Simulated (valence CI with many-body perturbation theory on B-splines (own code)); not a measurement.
## E1 line list for Cd XLIII

Level of theory: configuration interaction combined with many-body perturbation theory (CI+MBPT): four valence electrons over a frozen Dirac-Fock core [He], a basis of 11 s, 11 p, 10 d, 8 f, 5 g, 2 h functions for each j, with the one-electron correlation potential Σ1 (screened to all orders), the two-electron term Σ2, the three-electron term Σ3, Breit, model QED; selected single and double excitations, second order for the rest, scaled by the run's own slope (own B-spline code, finite nucleus).

No measured spectrum was set against this ion. As an estimate, large intervals hold to a few tenths of a per cent, small ones and those within an open d or f shell to about a per cent. Among the levels kept, up to 760 cm⁻¹ of a level comes from second order outside the variational space, and about a tenth of that is noise between levels of different J, which matters for small intervals.

Lines 51 to 100 of 545 in falling wavelength, among levels below 350.00 Ry, chosen from the strongest by gf and those to the six lowest levels. Wavelengths and rates use the calculated energies. Electric multipoles are in the length gauge with retardation, E1 and E2 with the static RPA response of the core. Weak lines are less certain than strong ones. Lines between different terms over intervals too small for the method are left out, as are lines whose strength nearly cancels. Where a level lies close to another of its J and parity, the split of strength between their lines is uncertain. The highest levels of a list are the least certain.

Levels are named by their leading jj configuration (3d3/2^4 stands for four electrons in 3d with j = 3/2), which in mixed levels can hold well under half, so a name can repeat and another be missing. Letters in brackets count levels of one name in rising energy.

```csv
λ vac (Å),Upper,Lower,A (s⁻¹),S (a.u.) with core polarisation,S without
122.9,(2s 2p3/2^2 3p3/2) J=3 [b],(2s 2p3/2^2 3s) J=2 [b],1.96e+10,1.26e-01,1.26e-01
122.7,(2s 2p1/2 2p3/2 3d3/2) J=2 [b],(2s 2p1/2 2p3/2 3p1/2) J=2 [b],1.18e+10,5.39e-02,5.39e-02
122.4,(2p1/2 2p3/2^2 3p3/2) J=4,(2p1/2 2p3/2^2 3s) J=3,3.34e+10,2.72e-01,2.72e-01
122.1,(2p1/2 2p3/2^2 3d3/2) J=2,(2p1/2 2p3/2^2 3p1/2) J=2 [a],7.20e+09,3.24e-02,3.24e-02
121.7,(2p1/2^2 2p3/2 3d3/2) J=2,(2p1/2^2 2p3/2 3p1/2) J=2,9.40e+09,4.18e-02,4.18e-02
121.1,(2p1/2 2p3/2^2 3p3/2) J=2 [a],(2p1/2 2p3/2^2 3s) J=1 [a],9.47e+09,4.15e-02,4.15e-02
121.1,(2s 2p1/2^2 3p3/2) J=1,(2s 2p1/2^2 3s) J=0,2.00e+10,5.26e-02,5.26e-02
120.9,(2s^2 2p3/2 3p3/2) J=1,(2s^2 2p3/2 3s) J=1,1.72e+10,4.49e-02,4.49e-02
119.9,(2s 2p3/2^2 3d3/2) J=3 [a],(2s 2p3/2^2 3p1/2) J=3,8.98e+09,5.35e-02,5.35e-02
119.8,(2p1/2 2p3/2^2 3p3/2) J=3 [a],(2p1/2 2p3/2^2 3s) J=2 [a],2.36e+10,1.40e-01,1.40e-01
119.5,(2p1/2^2 2p3/2 3p3/2) J=3,(2p1/2^2 2p3/2 3s) J=2,3.53e+10,2.08e-01,2.08e-01
118.9,(2s 2p1/2 2p3/2 3d3/2) J=1 [b],(2s 2p1/2 2p3/2 3p1/2) J=2 [b],1.54e+10,3.84e-02,3.84e-02
118.6,(2p1/2^2 2p3/2 3d3/2) J=2,(2p1/2^2 2p3/2 3p1/2) J=1,1.22e+10,5.03e-02,5.03e-02
118.6,(2s 2p1/2 2p3/2 3d3/2) J=2 [a],(2s 2p1/2 2p3/2 3p1/2) J=2 [a],8.94e+09,3.68e-02,3.68e-02
118.5,(2s 2p1/2 2p3/2 3p3/2) J=2 [c],(2s 2p1/2 2p3/2 3s) J=1 [c],1.26e+10,5.20e-02,5.20e-02
118.4,(2p1/2 2p3/2^2 3p3/2) J=2 [a],(2p1/2 2p3/2^2 3s) J=2 [a],1.32e+10,5.42e-02,5.42e-02
117.9,(2s^2 2p3/2 3p3/2) J=3,(2s^2 2p3/2 3s) J=2,1.92e+10,1.09e-01,1.09e-01
117.4,(2s^2 2p3/2 3d3/2) J=2,(2s^2 2p3/2 3p1/2) J=2,7.70e+09,3.07e-02,3.07e-02
117.2,(2s 2p3/2^2 3d5/2) J=4 [a],(2s 2p3/2^2 3p1/2) J=3,9.07e+09,6.49e-02,6.49e-02
117.0,(2p1/2^2 2p3/2 3d3/2) J=3,(2p1/2^2 2p3/2 3p1/2) J=2,2.35e+10,1.30e-01,1.30e-01
116.9,(2s 2p3/2^2 3d3/2) J=3 [b],(2s 2p3/2^2 3p1/2) J=2 [b],1.20e+10,6.63e-02,6.63e-02
116.6,(2p1/2 2p3/2^2 3d3/2) J=3,(2p1/2 2p3/2^2 3p1/2) J=2 [a],1.70e+10,9.32e-02,9.32e-02
116.1,(2s 2p1/2 2p3/2 3p3/2) J=4,(2s 2p1/2 2p3/2 3s) J=3,3.44e+10,2.40e-01,2.40e-01
116.1,(2s 2p1/2 2p3/2 3p3/2) J=1 [b],(2s 2p1/2 2p3/2 3s) J=2 [b],1.97e+10,4.57e-02,4.57e-02
116.1,(2s 2p3/2^2 3d3/2) J=3 [a],(2s 2p3/2^2 3p1/2) J=2 [a],8.43e+09,4.56e-02,4.56e-02
116.0,(2s 2p3/2^2 3d3/2) J=2 [a],(2s 2p3/2^2 3p1/2) J=2 [a],1.58e+10,6.10e-02,6.10e-02
115.9,(2p1/2 2p3/2^2 3p3/2) J=3 [a],(2s 2p3/2^2 3p3/2) J=2 [c],6.50e+09,3.50e-02,3.50e-02
115.6,(2s 2p1/2 2p3/2 3p3/2) J=3 [c],(2s 2p1/2 2p3/2 3s) J=2 [c],3.13e+10,1.67e-01,1.67e-01
115.5,(2s 2p3/2^2 3p3/2) J=3 [a],(2s 2p1/2 2p3/2 3d3/2) J=3 [c],5.66e+09,3.01e-02,3.01e-02
115.4,(2s 2p1/2 2p3/2 3d3/2) J=4,(2s 2p1/2 2p3/2 3p1/2) J=3,1.90e+10,1.30e-01,1.30e-01
115.3,(2s 2p3/2^2 3p3/2) J=4,(2s 2p1/2 2p3/2 3d3/2) J=3 [c],1.21e+10,8.23e-02,8.24e-02
115.2,(2s 2p1/2 2p3/2 3p3/2) J=2 [a],(2s 2p1/2 2p3/2 3s) J=1 [a],1.64e+10,6.19e-02,6.20e-02
115.0,(2s 2p1/2^2 3d3/2) J=1,(2s 2p1/2^2 3p1/2) J=0,1.53e+10,3.45e-02,3.45e-02
114.5,(2s^2 2p3/2 3d3/2) J=2,(2s^2 2p3/2 3p1/2) J=1,1.12e+10,4.17e-02,4.17e-02
114.5,(2s^2 2p3/2 3d3/2) J=3,(2s^2 2p3/2 3p1/2) J=2,1.13e+10,5.87e-02,5.87e-02
114.4,(2p1/2 2p3/2^2 3p3/2) J=2 [c],(2p1/2 2p3/2^2 3s) J=1 [b],3.59e+10,1.33e-01,1.33e-01
114.3,(2s 2p1/2^2 3d3/2) J=2,(2s 2p1/2^2 3p1/2) J=1,2.17e+10,7.99e-02,7.99e-02
114.0,(2s 2p3/2^2 3s) J=3,(2s 2p1/2 2p3/2 3p1/2) J=2 [c],1.01e+10,5.19e-02,5.19e-02
113.7,(2s 2p1/2 2p3/2 3p3/2) J=3 [b],(2s 2p1/2 2p3/2 3s) J=2 [b],1.97e+10,9.99e-02,1.00e-01
113.3,(2s 2p3/2^2 3d3/2) J=2 [c],(2s 2p3/2^2 3p1/2) J=1 [b],1.57e+10,5.64e-02,5.65e-02
113.2,(2s 2p3/2^2 3d3/2) J=1 [a],(2s 2p3/2^2 3p1/2) J=2 [a],2.12e+10,4.54e-02,4.54e-02
113.0,(2s 2p1/2 2p3/2 3d3/2) J=3 [a],(2s 2p1/2 2p3/2 3p1/2) J=2 [a],1.68e+10,8.39e-02,8.39e-02
112.9,(2p1/2 2p3/2^2 3d3/2) J=1,(2p1/2 2p3/2^2 3p1/2) J=1 [a],1.98e+10,4.23e-02,4.23e-02
112.7,(2s 2p3/2^2 3p3/2) J=3 [a],(2s 2p3/2^2 3s) J=3,9.03e+09,4.47e-02,4.47e-02
112.5,(2s 2p3/2^2 3p3/2) J=4,(2s 2p3/2^2 3s) J=3,1.92e+10,1.21e-01,1.21e-01
111.8,(2p1/2 2p3/2^2 3d3/2) J=2,(2p1/2 2p3/2^2 3p1/2) J=1 [a],1.03e+10,3.54e-02,3.54e-02
111.5,(2p1/2^2 2p3/2 3d5/2) J=2,(2s 2p3/2^2 3s) J=1 [a],1.10e+10,3.76e-02,3.76e-02
111.3,(2s 2p1/2 2p3/2 3d3/2) J=3 [c],(2s 2p1/2 2p3/2 3p1/2) J=2 [c],1.24e+10,5.89e-02,5.89e-02
111.1,(2p1/2^2 2p3/2 3d3/2) J=1,(2p1/2^2 2p3/2 3p1/2) J=1,2.13e+10,4.32e-02,4.32e-02
110.8,(2s 2p1/2 2p3/2 3d3/2) J=2 [a],(2s 2p1/2 2p3/2 3p1/2) J=1 [a],1.24e+10,4.18e-02,4.18e-02
```
